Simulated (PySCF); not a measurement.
A compound of formula C14H24O14Si8 has these computed shifts in ppm, with the number of atoms in brackets (GIAO KT3/pcSseg-1, gas phase, PySCF SCF with an in-house response code, fitting set def2-universal-JFIT, grid level 2, non-relativistic, on the GFN2-xTB geometry; 13C, 1H, 29Si against isolated TMS; 17O against isolated H2O).

1H: 6.22 (2), 6.18 (4), 6.01 (4), 5.97 (2), 5.96 (2), 5.88 (4), 3.98 (6)
13C: 130.2 (2), 130.1 (4), 128.5 (2), 127.0 (4), 53.4 (2)
17O: 116.3 (2), 112.5 (1), 111.7 (4), 100.1 (4), 90.2 (1), 31.6 (2)
29Si: -87.7 (4), -88.7 (2), -108.4 (2)

**Question.** Which structure gave them?

**Answer.** C=C[Si@@]12O[Si@@]3(C=C)O[Si@@]4(C=C)O[Si@@](C=C)(O1)O[Si@@]1(OC)O[Si@@](C=C)(O2)O[Si@@](C=C)(O3)O[Si@@](OC)(O4)O1. Other isomers were not compared.
